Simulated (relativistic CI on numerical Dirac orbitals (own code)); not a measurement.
W3+: N6,7 absorption edge

Computed with this model: Dirac-Coulomb-Breit CI, orbitals from a KLI potential per configuration, QED by a radiative potential, valence Slater integrals scaled by 0.9, multiplet model of core-to-valence dipole absorption; configurations [Xe] 4f14 5d3 → [Xe] 4f13 5d4; 10 K; Lorentzian 0.3 eV and Gaussian 0.3 eV FWHM. Energies are those of the free ion, without screening or charge transfer. The branching ratio is the share of the lower-energy edge in the whole absorption, uncertain by about 0.02 where the edges overlap. S is read from ⟨S²⟩ = S(S + 1).

Field parameters in Wybourne normalisation: Oh B⁴₀ = 21Dq, B⁴₄ = √(5/14) B⁴₀. The field is a parameter set, without covalency.

free ion: ground-state S = 1.44, centroid 33.91 eV. Peaks (eV, height): 31.5 (12), 31.9 (14), 33.5 (100), 35.0 (54).

Oh, 10Dq = 7000 cm⁻¹: ground-state S = 1.46, centroid 34.19 eV. Peaks (eV, height): 32.5 (36), 33.9 (100), 34.7 (96).

Strongest unbroadened transitions for Oh, 10Dq = 7000 cm⁻¹:

| Energy (eV) | Relative strength |
| --- | --- |
| 31.83 | 37.9 |
| 32.38 | 63.1 |
| 32.49 | 43.1 |
| 33.30 | 50.0 |
| 33.50 | 36.9 |
| 33.61 | 48.6 |
| 33.83 | 100.0 |
| 33.85 | 37.5 |
| 33.94 | 41.2 |
| 34.05 | 91.8 |
| 34.11 | 48.7 |
| 34.35 | 42.2 |
| 34.51 | 40.3 |
| 34.69 | 74.5 |
| 34.72 | 41.3 |
| 34.79 | 44.7 |
| 34.80 | 39.8 |
| 35.49 | 74.7 |
